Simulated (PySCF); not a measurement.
(Z)-1,2-dibromo-1,2-difluoroethene (C₂Br₂F₂), SMILES F/C(Br)=C(\F)Br. Atoms are numbered in the order given.

```xyz
6

F      0.0000     1.3289     2.0113
C      0.0000     0.6713     0.8585
Br     0.0000     1.7624    -0.6644
C      0.0000    -0.6713     0.8585
F      0.0000    -1.3289     2.0113
Br     0.0000    -1.7624    -0.6644
```

The structure is a stationary point at B3LYP-D3(BJ)/def2-SVP.

Level of theory: PySCF with HF/def2-TZVP.

Gas-phase values at a fixed geometry.

* **total energy**: -5419.49000 hartree
* **point group**: C2v
* **highest occupied level**: -10.06 eV
* **lowest empty level**: 3.18 eV
* **orbital gap**: 13.25 eV
* **dipole moment**: 1.36 D
* **quadrupole, principal values (traceless, Buckingham form, about the centre of nuclear charge)**: -1.56, 0.54, 1.02 D·Å
* **mean static polarisability**: 60.0 bohr³ (8.90 Å³)
* **polarisability, principal values**: 39.8, 60.3, 80.0 bohr³
